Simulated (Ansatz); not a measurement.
Reaction (ligand exchange at a B–C bond): `C=NBC` + HI → `C=NBI` + CH₄

Gas-phase electronic energies from Ansatz, PBE0-D4/def2-TZVP geometries. CCSD(T)/CBS is the MP2 limit (def2-TZVPP, def2-QZVPP) plus CCSD(T) − MP2 in def2-TZVPP, frozen cores. This one scheme is used for every species. Functionals use def2-TZVPP. B3LYP here is the variant with VWN-RPA as its local correlation; programs differ in this. HSE06 is defined as in plane-wave codes. def2 core potentials past Kr. For I outer-core shells are correlated without core-valence functions, which leaves a few kJ/mol of doubt a bond. One conformer a species, not always the lowest.

(1) Is it downhill or uphill in electronic energy at CCSD(T)/CBS, and by how much? (An estimate is asked.)

(2) What do these levels give: r2SCANh-D4, BHLYP-D4, r2SCAN, B3LYP, HSE06, CAM-B3LYP, MP2/def2-SVP, CCSD/def2-SVP, MP2/def2-TZVPP, HF/def2-QZVPP, MP2/def2-QZVPP, MP2/CBS(def2)? (An estimate is asked.)

Largest T1 diagnostic among the species: 0.014.

Answers

(1) Computed: Downhill: ΔE = -72.5 kJ/mol.

(2) Ansatz gave: r2SCANh-D4 -70.6, BHLYP-D4 -70.4, r2SCAN -70.3, B3LYP -66.1, HSE06 -68.3, CAM-B3LYP -62.0, MP2/def2-SVP -73.7, CCSD/def2-SVP -65.3, MP2/def2-TZVPP -79.0, HF/def2-QZVPP -68.3, MP2/def2-QZVPP -80.9, MP2/CBS(def2) -82.4 kJ/mol.

The D4 term adds −3.0 kJ/mol with B3LYP and −1.5 kJ/mol with PBE0; it sums over pairs of atoms, weighted by their polarisabilities, and B3LYP, whose exchange is more repulsive, gets the larger term. At CCSD(T), def2-SVP lies +5.8 kJ/mol from the extrapolated value and def2-TZVPP +3.4 kJ/mol. Leaving LDA and LC-ωPBE aside and taking each functional with its dispersion term where it has one, the values, not all of them listed here, spread over 8.7 kJ/mol, from PBE-QIDH to CAM-B3LYP-D4. LDA lies +6.8 kJ/mol from PBE without D4.
